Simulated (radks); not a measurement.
The ytterbium ion Yb2+ inside a hard spherical wall (all orbitals vanish at R), configuration held at [Xe] 4f14 and not refilled when levels cross. All-electron calculation, scalar-relativistic Kohn-Sham, PBE, spin-polarised, spherical densities, finite nucleus; Fermi nuclear charge, rms radius 5.3108 fm. Program: a radial shooting solver on a logarithmic mesh with Libxc functionals. Eigenvalues in eV for spin up, with the zero of energy where the potential of the charges vanishes at infinity; a dash marks a level that is unbound or too diffuse for the functional's potential to be trusted. A positive occupied level is held by the wall or, in an anion where self-interaction has pushed it up, behind a barrier. The pressure on the wall is -dE/dV.

| R (bohr) | E (hartree) | kinetic (hartree) | e(4d) | e(5s) | e(5p) | e(4f) | e(6s, empty) | e(5d, empty) | pressure (GPa) |
|---|---|---|---|---|---|---|---|---|---|
| free | -14057.4516 | 15315.358 | -192.53 | -69.703 | -42.154 | -17.636 | -15.251 | -13.380 | 0 |
| 15 | -14057.4516 | 15315.358 | -192.53 | -69.703 | -42.154 | -17.636 | -15.251 | -13.380 | < 0.0001 |
| 10 | -14057.4516 | 15315.358 | -192.53 | -69.703 | -42.154 | -17.636 | -15.250 | -13.379 | < 0.0001 |
| 6 | -14057.4512 | 15315.361 | -192.50 | -69.679 | -42.133 | -17.605 | -14.801 | -13.223 | 0.0485 |
| 4 | -14057.4208 | 15315.618 | -191.56 | -68.994 | -41.481 | -16.717 | -8.484 | -10.968 | 11.0 |
| 3 | -14057.0589 | 15318.075 | -186.73 | -65.410 | -37.564 | -12.124 | 12.842 | -2.959 | 270 |
| 2 | -14051.2014 | 15346.194 | -156.38 | -38.523 | -4.799 | 17.411 | 133.39 | 45.614 | 10700 |
